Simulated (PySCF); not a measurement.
C$_{2}$H$_{6}$N (SMILES C[N]C), doublet, geometry from GFN2-xTB, with bond 5-1 at 1.6 times its length; PySCF with PBE0/3-21G.

Input for PySCF:
```python
from pyscf import gto, scf, dft

mol = gto.Mole()
mol.atom = '''
    C     0.129368   -0.113651    1.201764
    N    -0.399531    0.389421    0.004322
    C     0.104668   -0.112290   -1.204294
    H     0.935350   -0.853044    1.078917
    H     0.712434    1.230327    2.169013
    H    -0.684847   -0.561087    1.786736
    H     0.912994   -0.851812   -1.098855
    H     0.456607    0.728383   -1.815228
    H    -0.721389   -0.559075   -1.772934
'''
mol.basis = '3-21g'
mol.charge = 0
mol.spin = 1
mol.verbose = 4
mol.build()

mf = dft.UKS(mol)
mf.xc = 'pbe0'
mf.init_guess = 'mod_huckel'
mf.kernel()
```

The log (banner, timings and long lists left out):

```
PySCF version 2.14.0

[INPUT] verbose = 4
[INPUT] num. atoms = 9
[INPUT] num. electrons = 25
[INPUT] charge = 0
[INPUT] spin (= nelec alpha-beta = 2S) = 1
[INPUT] symmetry False subgroup None
[INPUT] Mole.unit = angstrom
[INPUT] Symbol           X                Y                Z      unit          X                Y                Z       unit  Magmom
[INPUT]  1 C      0.129368000000  -0.113651000000   1.201764000000 AA    0.244470089283  -0.214769263783   2.271004826362 Bohr   0.0
[INPUT]  2 N     -0.399531000000   0.389421000000   0.004322000000 AA   -0.755004168274   0.735899037154   0.008167396310 Bohr   0.0
[INPUT]  3 C      0.104668000000  -0.112290000000  -1.204294000000 AA    0.197793854006  -0.212197346527  -2.275785833457 Bohr   0.0
[INPUT]  4 H      0.935350000000  -0.853044000000   1.078917000000 AA    1.767555330612  -1.612019532203   2.038857641137 Bohr   0.0
[INPUT]  5 H      0.712434000000   1.230327000000   2.169013000000 AA    1.346305141828   2.324981073658   4.098840530621 Bohr   0.0
[INPUT]  6 H     -0.684847000000  -0.561087000000   1.786736000000 AA   -1.294173267230  -1.060300762054   3.376441696901 Bohr   0.0
[INPUT]  7 H      0.912994000000  -0.851812000000  -1.098855000000 AA    1.725308613371  -1.609691389618  -2.076535000609 Bohr   0.0
[INPUT]  8 H      0.456607000000   0.728383000000  -1.815228000000 AA    0.862862176559   1.376444383789  -3.430283773642 Bohr   0.0
[INPUT]  9 H     -0.721389000000  -0.559075000000  -1.772934000000 AA   -1.363227639274  -1.056498633091  -3.350359696930 Bohr   0.0

nuclear repulsion = 75.687613800469
number of shells = 27
number of NR pGTOs = 63
number of NR cGTOs = 39
basis = 3-21g
ecp = {}

******** <class 'pyscf.dft.uks.UKS'> ********
method = UKS
initial guess = mod_huckel
damping factor = 0
level_shift factor = 0
DIIS = <class 'pyscf.scf.diis.CDIIS'>
diis_start_cycle = 1
diis_space = 8
diis_damp = 0
SCF conv_tol = 1e-09
SCF conv_tol_grad = None
SCF max_cycles = 50
direct_scf = True
direct_scf_tol = 1e-13
number electrons alpha = 13  beta = 12
XC library pyscf.dft.libxc version 7.1.2
    S. Lehtola, C. Steigemann, M. J. T. Oliveira, and M. A. L. Marques,  SoftwareX 7, 1–5 (2018)
XC functionals = pbe0
    C. Adamo and V. Barone,  J. Chem. Phys. 110, 6158 (1999)
    M. Ernzerhof and G. E. Scuseria,  J. Chem. Phys. 110, 5029 (1999)
radial grids:
    Treutler-Ahlrichs [JCP 102, 346 (1995); DOI:10.1063/1.469408] (M4) radial grids

becke partition: Becke, JCP 88, 2547 (1988); DOI:10.1063/1.454033
pruning grids: <function nwchem_prune>
grids dens level: 3
symmetrized grids: False
atomic radii adjust function: <function treutler_atomic_radii_adjust>
small_rho_cutoff = 0
Set gradient conv threshold to 3.16228e-05
Initial guess from on-the-fly Huckel, doi:10.1021/acs.jctc.8b01089,
employing the updated GWH rule from doi:10.1021/ja00480a005.
Spherically averaged atomic HF for {'N', 'H', 'C'}

******** <class 'pyscf.scf.atom_hf.AtomSphAverageRHF'> ********
method = AtomSphAverageRHF
initial guess = minao
damping factor = 0
level_shift factor = 0
DIIS = <class 'pyscf.scf.diis.CDIIS'>
diis_start_cycle = 1
diis_space = 8
diis_damp = 0
SCF conv_tol = 1e-09
SCF conv_tol_grad = None
SCF max_cycles = 50
direct_scf = True
direct_scf_tol = 1e-13
atom = C
Set gradient conv threshold to 3.16228e-05
Initial guess from minao.
init E= -37.0511734903473
cycle= 1 E= -37.1138683188025  delta_E= -0.0627  |g|=    0  |ddm|= 0.358
cycle= 2 E= -37.1160998590688  delta_E= -0.00223  |g|=    0  |ddm|= 0.0979
cycle= 3 E= -37.1162418120407  delta_E= -0.000142  |g|=    0  |ddm|= 0.0175
cycle= 4 E= -37.116242134933  delta_E= -3.23e-07  |g|=    0  |ddm|= 0.00152
cycle= 5 E= -37.1162421349399  delta_E= -6.89e-12  |g|=    0  |ddm|= 3.41e-06
Extra cycle  E= -37.1162421349399  delta_E= -1.42e-14  |g|=    0  |ddm|= 2.49e-07
Atomic HF for atom  C  converged. SCF energy = -37.1162421349399

******** <class 'pyscf.scf.atom_hf.AtomSphAverageRHF'> ********
method = AtomSphAverageRHF
initial guess = minao
damping factor = 0
level_shift factor = 0
DIIS = <class 'pyscf.scf.diis.CDIIS'>
diis_start_cycle = 1
diis_space = 8
diis_damp = 0
SCF conv_tol = 1e-09
SCF conv_tol_grad = None
SCF max_cycles = 50
direct_scf = True
direct_scf_tol = 1e-13
atom = N
Set gradient conv threshold to 3.16228e-05
Initial guess from minao.
init E= -53.4607640480641
cycle= 1 E= -53.5297171017881  delta_E= -0.069  |g|=    0  |ddm|= 0.311
cycle= 2 E= -53.5323342519799  delta_E= -0.00262  |g|=    0  |ddm|= 0.101
cycle= 3 E= -53.5325756378769  delta_E= -0.000241  |g|=    0  |ddm|= 0.0209
cycle= 4 E= -53.5325766134711  delta_E= -9.76e-07  |g|=    0  |ddm|= 0.00216
cycle= 5 E= -53.532576613501  delta_E= -3e-11  |g|=    0  |ddm|= 9.31e-06
Extra cycle  E= -53.532576613501  delta_E= 2.84e-14  |g|=    0  |ddm|= 2.08e-08
Atomic HF for atom  N  converged. SCF energy = -53.532576613501

******** 1 electron system ********
Atomic HF for atom  H  converged. SCF energy = -0.496198609380939

tot grids = 100992
init E= -131.880990449145
cycle= 1 E= -131.892173352814  delta_E= -0.0112  |g|= 1.73  |ddm|= 2.73
cycle= 2 E= -132.009289355217  delta_E= -0.117  |g|= 1.39  |ddm|= 2.88
cycle= 3 E= -133.472788483315  delta_E= -1.46  |g|= 0.201  |ddm|= 2.03
cycle= 4 E= -133.49803452116  delta_E= -0.0252  |g|= 0.131  |ddm|= 0.425
cycle= 5 E= -133.509798406045  delta_E= -0.0118  |g|= 0.0235  |ddm|= 0.148
cycle= 6 E= -133.510665674031  delta_E= -0.000867  |g|= 0.012  |ddm|= 0.0472
cycle= 7 E= -133.511219767258  delta_E= -0.000554  |g|= 0.00864  |ddm|= 0.0421
cycle= 8 E= -133.511609641633  delta_E= -0.00039  |g|= 0.00492  |ddm|= 0.0502
cycle= 9 E= -133.511717949528  delta_E= -0.000108  |g|= 0.00105  |ddm|= 0.0398
cycle= 10 E= -133.511720351299  delta_E= -2.4e-06  |g|= 0.000443  |ddm|= 0.00361
cycle= 11 E= -133.511721304154  delta_E= -9.53e-07  |g|= 0.000196  |ddm|= 0.00234
cycle= 12 E= -133.511721661283  delta_E= -3.57e-07  |g|= 5.33e-05  |ddm|= 0.00224
cycle= 13 E= -133.511721679343  delta_E= -1.81e-08  |g|= 2.39e-05  |ddm|= 0.000464
cycle= 14 E= -133.511721681803  delta_E= -2.46e-09  |g|= 1.13e-05  |ddm|= 0.00018
cycle= 15 E= -133.511721682012  delta_E= -2.09e-10  |g|= 5.89e-06  |ddm|= 3.97e-05
Extra cycle  E= -133.511721682023  delta_E= -1.05e-11  |g|= 6.58e-06  |ddm|= 1.34e-05
converged SCF energy = -133.511721682023  <S^2> = 0.80843936  2S+1 = 2.0576096
```
